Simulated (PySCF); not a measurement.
HTi(OH) + N₂ → TiN₂ + H₂O

Level: PBE0 in the def2-TZVP basis family, all electrons, no relativity, computed in PySCF with density fitting; open shells unrestricted.

```tsv
species	state and structure	E (Eh)	ZPE (kJ/mol)	H(298 K) − H(0) (kJ/mol)	S° (J/(mol K))
HTi(OH)	triplet, Cs, O–H 0.956 Å, Ti–H 1.771 Å, Ti–O 1.804 Å; H–O–Ti 149.0°, H–Ti–O 133.4°	-925.61357	44.6	12.7	267.3
N₂	singlet, D∞h, N–N 1.089 Å	-109.44629	14.9	8.7	191.4
TiN₂	triplet, C2v, N–N 1.202 Å, Ti–N 1.933 Å (×2); N–N–Ti 71.9° (×2), N–Ti–N 36.2°	-958.60427	16.5	11.0	264.1
H₂O	singlet, C2v, O–H 0.960 Å (×2); H–O–H 105.1°	-76.37736	56.5	9.9	188.7
```

Problem. What is the electronic reaction energy?

Solution. At PBE0/def2-TZVP, ΔE = 205.4 kJ/mol from the differences of the total energies times 2625.5, uphill. 

Problem. Add zero-point, thermal and entropy terms for 298.15 K and 1 bar.

Solution. ΔZPE = 13.5 and Δ[H(298) − H(0)] = -0.5 kJ/mol give ΔH° = 218.4 kJ/mol. ΔS° = -5.9 J/(mol K), so ΔG° = 218.4 − 298.15 × (-0.0059) = 220 kJ/mol.

Open d or f shells are single determinants, so the state found may not be the ground state. Each species is the lowest minimum found with this bonding; other isomers or fragments can lie lower.
